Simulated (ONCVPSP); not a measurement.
**Which change was made? (Rh, ONCV)**

rhodium, optimised norm-conserving Vanderbilt (ONCV), made with ONCVPSP 4.0.1 (PBEsol, scalar-relativistic). Core [Ar] 3d10, reference 4s2 4p6 4d8 (charge +1). Waves: 4s: rc 0.95 bohr, ncon 4, nbas 7, qcut 6.4 1/bohr, 2 projectors, debl 1.2 Ha; 4p: rc 1.35 bohr, ncon 3, nbas 7, qcut 8 1/bohr, 2 projectors, debl 1.4 Ha; 4d: rc 2.20 bohr, ncon 4, nbas 9, qcut 8 1/bohr, 2 projectors, debl 2.2 Ha; f scattering state at 0.23 Ha: rc 1.85 bohr, ncon 4, nbas 7, qcut 6.7 1/bohr, 2 projectors, debl 3.1 Ha. Local part: polynomial inside 0.95 bohr (lpopt 5, dvloc0 4 Ha). Core correction: Teter function, fcfact 2.75, rcfact 1.75.

In the s channel the program set the typed energies aside and used -3.311, 0.250 Ha. In the p channel the program set the typed energies aside and used -2.135, 0.250 Ha.

Cutoffs, loose and tight: the cutoffs (Ha) at which the residual kinetic energy of the hardest occupied pseudo-wave falls to 1 and 0.1 mHa per electron. They do not see the model core or the augmentation charge, which bear on the density cutoff. Test errors are all-electron minus pseudo excitation energies from the reference, over the configurations 4s2 4p6 4d8 5s1; 4s2 4p6 4d7; 4s2 4p6 4d6; 4s2 4p6 4d8.5 5s0.5; variants that change the core or the reference have their own tests.

The base gives: outcome: generated, projector energies reset by the program; cutoff, loose: 114 Ha; cutoff, tight: 136 Ha; bound ghosts: none; GHOST(+) flags above zero: s; largest test error (meV): +43.

Problem. After one change the result is: outcome: generated, projector energies reset by the program; cutoff, loose: 114 Ha; cutoff, tight: 167 Ha; bound ghosts: none; GHOST(+) flags above zero: s; largest test error (meV): +130. Which change was it?
A. d: rc 3.16
B. core correction Teter function, fcfact 2.75, rcfact 2.04
C. reference 4s2 4p6 4d8 5s1; wave 4s: rc 0.95 bohr, ncon 4, nbas 7, qcut 6.4 1/bohr, 2 projectors, debl 1.2 Ha becomes 4s+5s: rc 0.95 bohr, ncon 4, nbas 7, qcut 6.4 1/bohr, 2 projectors
D. s: nbas 8

Solution. C. The others give: core correction Teter function, fcfact 2.75, rcfact 2.04 → outcome: generated, projector energies reset by the program; cutoff, loose: 114 Ha; cutoff, tight: 136 Ha; bound ghosts: none; GHOST(+) flags above zero: s; largest test error (meV): +23 | s: nbas 8 → outcome: generated, projector energies reset by the program; cutoff, loose: 166 Ha; cutoff, tight: 197 Ha; bound ghosts: none; GHOST(+) flags above zero: s; largest test error (meV): +43 | d: rc 3.16 → outcome: generated, projector energies reset by the program; cutoff, loose: 114 Ha; cutoff, tight: 136 Ha; bound ghosts: none; GHOST(+) flags above zero: s, d; largest test error (meV): +270.
